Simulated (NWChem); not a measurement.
System: C$_{2}$H$_{6}$O$_{2}$Si; SMILES O([SiH2]C)C=O

The following NWChem deck was run.

```
start job
memory heap 200 mb stack 900 mb global 1100 mb
geometry units angstroms noautosym nocenter noautoz
  C     -0.330804     2.391176     0.000000
  Si     0.492861     0.709247     0.000000
  O     -0.819667    -0.408042     0.000000
  C     -0.563843    -1.724803     0.000000
  O      0.538594    -2.218808     0.000000
  H      0.422723     3.187916     0.000000
  H     -0.961050     2.523112     0.886305
  H     -0.961050     2.523112    -0.886305
  H      1.311663     0.501928    -1.218562
  H      1.311663     0.501928     1.218562
  H     -1.499374    -2.304930     0.000000
end
basis spherical
  * library 6-31g*
end
dft
  xc hfexch
  iterations 150
  mulliken
end
task dft energy
esp
  recalculate
  probe 0.07
  range 0.3
  factor 1.0
  spacing 0.02
end
task esp
```

Output (shortened):

```
             Northwest Computational Chemistry Package (NWChem) 7.3.0
             --------------------------------------------------------

                             Geometry "geometry" -> ""
                             -------------------------

 Output coordinates in angstroms (scale by  1.889725989 to convert to a.u.)

  No.       Tag          Charge          X              Y              Z
 ---- ---------------- ---------- -------------- -------------- --------------
    1 C                    6.0000    -0.33080400     2.39117600     0.00000000
    2 Si                  14.0000     0.49286100     0.70924700     0.00000000
    3 O                    8.0000    -0.81966700    -0.40804200     0.00000000
    4 C                    6.0000    -0.56384300    -1.72480300     0.00000000
    5 O                    8.0000     0.53859400    -2.21880800     0.00000000
    6 H                    1.0000     0.42272300     3.18791600     0.00000000
    7 H                    1.0000    -0.96105000     2.52311200     0.88630500
    8 H                    1.0000    -0.96105000     2.52311200    -0.88630500
    9 H                    1.0000     1.31166300     0.50192800    -1.21856200
   10 H                    1.0000     1.31166300     0.50192800     1.21856200
   11 H                    1.0000    -1.49937400    -2.30493000     0.00000000

 Effective nuclear repulsion energy (a.u.)     227.7527287246

  xc_inp: hfexch multiplicative factor not found.

                                 NWChem DFT Module
                                 -----------------

 Summary of "ao basis" -> "ao basis" (spherical)
 ------------------------------------------------------------------------------
       Tag                 Description            Shells   Functions and Types
 ---------------- ------------------------------  ------  ---------------------
 C                           6-31g*                  6       14   3s2p1d
 Si                          6-31g*                  8       18   4s3p1d
 O                           6-31g*                  6       14   3s2p1d
 H                           6-31g*                  2        2   2s

            General Information
            -------------------
          SCF calculation type: DFT
          Wavefunction type:  closed shell.
          No. of atoms     :    11
          No. of electrons :    48
           Alpha electrons :    24
            Beta electrons :    24
          Charge           :     0
          Spin multiplicity:     1
          Use of symmetry is: off; symmetry adaption is: off
          Maximum number of iterations: 150
          AO basis - number of functions:    86
                     number of shells:    44
          Convergence on energy requested:  1.00D-06
          Convergence on density requested:  1.00D-05
          Convergence on gradient requested:  5.00D-04

              XC Information
              --------------
                     Hartree-Fock (Exact) Exchange  1.000

      Superposition of Atomic Density Guess
      -------------------------------------

 Sum of atomic energies:        -516.63591552

      Non-variational initial energy
      ------------------------------

 Total energy =    -518.861691
 1-e energy   =   -1163.516952
 2-e energy   =     416.902532
 HOMO         =      -0.384976
 LUMO         =       0.034790

     ---------------------------------------------
      Total Density - Mulliken Population Analysis
     ---------------------------------------------

    Atom       Charge   Shell Charges
 -----------   ------   -------------------------------------------------------
    1 C    6     7.00   2.00  0.72  2.12  0.71  1.43  0.02
    2 Si  14    13.12   2.00  2.00  5.97  0.92  1.44  0.27  0.35  0.17
    3 O    8     8.78   2.00  0.93  3.04  0.90  1.90  0.01
    4 C    6     5.05   2.00  0.68  1.42  0.42  0.43  0.11
    5 O    8     8.84   2.00  0.95  3.10  0.93  1.84  0.02
    6 H    1     0.74   0.45  0.29
    7 H    1     0.74   0.45  0.29
    8 H    1     0.74   0.45  0.29
    9 H    1     1.08   0.48  0.60
   10 H    1     1.08   0.48  0.60
   11 H    1     0.84   0.47  0.36

   convergence    iter        energy       DeltaE   RMS-Dens  Diis-err
 ---------------- ----- ----------------- --------- --------- ---------
 d= 0,ls=0.0,diis     1   -517.8030311527 -7.46D+02  8.81D-03  9.99D-01
 d= 0,ls=0.0,diis     2   -517.8830312018 -8.00D-02  3.71D-03  4.33D-01
 d= 0,ls=0.0,diis     3   -517.9227430693 -3.97D-02  1.04D-03  9.12D-03
 d= 0,ls=0.0,diis     4   -517.9243587337 -1.62D-03  3.78D-04  1.99D-03
 d= 0,ls=0.0,diis     5   -517.9246225012 -2.64D-04  1.87D-04  1.27D-04
  Resetting Diis
 d= 0,ls=0.0,diis     6   -517.9246688229 -4.63D-05  1.13D-04  3.38D-05
 d= 0,ls=0.0,diis     7   -517.9246811414 -1.23D-05  2.18D-05  3.63D-06
 d= 0,ls=0.0,diis     8   -517.9246820077 -8.66D-07  1.04D-05  8.34D-07
 d= 0,ls=0.0,diis     9   -517.9246822767 -2.69D-07  1.38D-05  4.85D-07
 d= 0,ls=0.0,diis    10   -517.9246824288 -1.52D-07  1.82D-06  1.99D-08

         Total DFT energy =     -517.924682428845
      One electron energy =    -1166.497409935576
           Coulomb energy =      470.239486800889
    Exchange-Corr. energy =      -49.419488018782
 Nuclear repulsion energy =      227.752728724624

 Numeric. integr. density =        0.000000000000

                       DFT Final Molecular Orbital Analysis
                       ------------------------------------

 Vector   22  Occ=2.000000D+00  E=-4.643277D-01
              MO Center=  1.8D-01,  1.4D+00,  6.0D-13, r^2= 2.9D+00
   Bfn.  Coefficient  Atom+Function         Bfn.  Coefficient  Atom+Function
  ----- ------------  ---------------      ----- ------------  ---------------
     4      0.332391   1 C  py               21      0.267681   2 Si px
    22     -0.259732   2 Si py                8      0.230880   1 C  py
     3     -0.189050   1 C  px               82      0.161212   9 H  s
    84      0.161212  10 H  s                 7     -0.138369   1 C  px
     6     -0.126748   1 C  s                81      0.124905   9 H  s

 Vector   23  Occ=2.000000D+00  E=-4.635912D-01
              MO Center=  4.9D-01, -1.5D-01, -5.7D-13, r^2= 3.4D+00
   Bfn.  Coefficient  Atom+Function         Bfn.  Coefficient  Atom+Function
  ----- ------------  ---------------      ----- ------------  ---------------
    37      0.334562   3 O  pz               41      0.296178   3 O  pz
    23     -0.264398   2 Si pz               82      0.263905   9 H  s
    84     -0.263905  10 H  s                65     -0.256884   5 O  pz
    69     -0.204219   5 O  pz               81      0.181505   9 H  s
    83     -0.181505  10 H  s                19      0.105137   2 Si pz

 Vector   24  Occ=2.000000D+00  E=-4.610331D-01
              MO Center=  9.9D-02, -1.8D+00, -9.9D-15, r^2= 2.2D+00
   Bfn.  Coefficient  Atom+Function         Bfn.  Coefficient  Atom+Function
  ----- ------------  ---------------      ----- ------------  ---------------
    64      0.500815   5 O  py               68      0.384859   5 O  py
    63      0.244063   5 O  px               36      0.215248   3 O  py
    40      0.189598   3 O  py               67      0.173183   5 O  px
    86      0.168018  11 H  s                85      0.154631  11 H  s
    38     -0.104285   3 O  s                 4      0.091353   1 C  py

 Vector   25  Occ=0.000000D+00  E= 1.540558D-01
              MO Center=  9.3D-01,  1.0D+00,  1.7D-14, r^2= 4.4D+00
   Bfn.  Coefficient  Atom+Function         Bfn.  Coefficient  Atom+Function
  ----- ------------  ---------------      ----- ------------  ---------------
    26      0.999532   2 Si py               25      0.984471   2 Si px
    38      0.479443   3 O  s                 6     -0.429607   1 C  s
    82     -0.316086   9 H  s                84     -0.316086  10 H  s
    24      0.260978   2 Si s                 7     -0.239039   1 C  px
    86      0.215267  11 H  s                40      0.195133   3 O  py

 Vector   26  Occ=0.000000D+00  E= 1.718505D-01
              MO Center= -3.2D-01, -1.5D+00, -1.2D-13, r^2= 2.4D+00
   Bfn.  Coefficient  Atom+Function         Bfn.  Coefficient  Atom+Function
  ----- ------------  ---------------      ----- ------------  ---------------
    55      0.725109   4 C  pz               27     -0.481800   2 Si pz
    69     -0.471345   5 O  pz               51      0.457854   4 C  pz
    65     -0.334091   5 O  pz               82     -0.327994   9 H  s
    84      0.327994  10 H  s                41     -0.213653   3 O  pz
    37     -0.156146   3 O  pz               23     -0.115827   2 Si pz

 Vector   27  Occ=0.000000D+00  E= 1.880471D-01
              MO Center=  4.2D-02,  1.2D+00, -2.5D-13, r^2= 5.5D+00
   Bfn.  Coefficient  Atom+Function         Bfn.  Coefficient  Atom+Function
  ----- ------------  ---------------      ----- ------------  ---------------
     6      1.755591   1 C  s                25      1.001961   2 Si px
    26     -0.931625   2 Si py               24     -0.784034   2 Si s
    78     -0.379754   7 H  s                80     -0.379754   8 H  s
    38      0.353808   3 O  s                 8     -0.290539   1 C  py
    76     -0.235692   6 H  s                82     -0.230279   9 H  s

     ---------------------------------------------
      Total Density - Mulliken Population Analysis
     ---------------------------------------------

    Atom       Charge   Shell Charges
 -----------   ------   -------------------------------------------------------
    1 C    6     6.81   2.00  0.64  2.06  0.74  1.34  0.03
    2 Si  14    12.96   2.00  2.00  5.98  0.87  1.62  0.13  0.12  0.25
    3 O    8     8.76   2.00  0.88  2.91  0.98  1.97  0.02
    4 C    6     5.39   2.00  0.69  1.79  0.32  0.44  0.14
    5 O    8     8.54   2.00  0.91  2.83  0.97  1.80  0.03
    6 H    1     0.81   0.51  0.30
    7 H    1     0.80   0.51  0.29
    8 H    1     0.80   0.51  0.29
    9 H    1     1.15   0.50  0.64
   10 H    1     1.15   0.50  0.64
   11 H    1     0.81   0.53  0.28

     -------------------------------------------
      Total Density - Lowdin Population Analysis
     -------------------------------------------

    Atom       Charge   Shell Charges
 -----------   ------   -------------------------------------------------------
    1 C    6     6.61   1.99  0.56  1.90  0.48  1.63  0.05
    2 Si  14    13.34   2.00  1.98  5.89  0.61  1.52  0.34  0.66  0.34
    3 O    8     8.39   1.99  0.84  2.79  0.67  2.06  0.04
    4 C    6     5.80   1.98  0.52  1.62  0.38  1.00  0.30
    5 O    8     8.29   1.99  0.85  2.71  0.71  1.96  0.06
    6 H    1     0.85   0.48  0.36
    7 H    1     0.85   0.48  0.36
    8 H    1     0.85   0.48  0.36
    9 H    1     1.08   0.51  0.57
   10 H    1     1.08   0.51  0.57
   11 H    1     0.87   0.51  0.37

     Multipole analysis of the density
     ---------------------------------

     L   x y z        total         alpha         beta         nuclear
     -   - - -        -----         -----         ----         -------
     0   0 0 0     -0.000000    -24.000000    -24.000000     48.000000

     1   1 0 0     -0.596608      0.733333      0.733333     -2.063273
     1   0 1 0      0.783281      0.537185      0.537185     -0.291090
     1   0 0 1     -0.000000     -0.000000     -0.000000      0.000000

     2   2 0 0    -28.472838    -52.402776    -52.402776     76.332713
     2   1 1 0      4.710475      1.696613      1.696613      1.317250
     2   1 0 1     -0.000000     -0.000000     -0.000000      0.000000
     2   0 2 0    -28.975849   -244.155331   -244.155331    459.334814
     2   0 1 1     -0.000000     -0.000000     -0.000000      0.000000
     2   0 0 2    -27.828634    -22.022168    -22.022168     16.215702

                     NWChem Electrostatic Potential Fit Module
                     -----------------------------------------

 Atom parameters

 Number of atoms is                                   11
 Number of basis functions is                         86

 Grid parameters

 Maximum number of grid points is                  45330
 Number of grid points is                          45329
 Grid range                                     0.300000 nm
 Grid spacing                                   0.020000 nm
 Probe radius                                   0.070000 nm
 Atom radius factor                             1.000000

 Atomic radii

    1    0.100000
    6    0.147000
    8    0.136000
   14    0.187000
 FASTESP  F
  using M.O. file = ./job.movecs

    Atom              Coordinates                           Charge

                                                  ESP

    1 C    -0.033080    0.239118    0.000000   -0.442950
    2 Si    0.049286    0.070925    0.000000    0.927492
    3 O    -0.081967   -0.040804    0.000000   -0.588962
    4 C    -0.056384   -0.172480    0.000000    0.763799
    5 O     0.053859   -0.221881    0.000000   -0.593979
    6 H     0.042272    0.318792    0.000000    0.079504
    7 H    -0.096105    0.252311    0.088631    0.104636
    8 H    -0.096105    0.252311   -0.088631    0.104485
    9 H     0.131166    0.050193   -0.121856   -0.179330
   10 H     0.131166    0.050193    0.121856   -0.180088
   11 H    -0.149937   -0.230493    0.000000    0.005394
                                            ------------
                                               -0.000000

 Dipole moment                                  0.999457

 Quadrupole moment Qxx                         -0.097632
                   Qyy                         -1.687671
                   Qzz                          1.785303

 RMS deviation kJ/mol                           0.052957

 RRMS %                                        24.988301
```

Level: Hartree-Fock/6-31G* (spherical d). Coordinates come from a B3LYP/6-31G* (spherical d) optimisation.
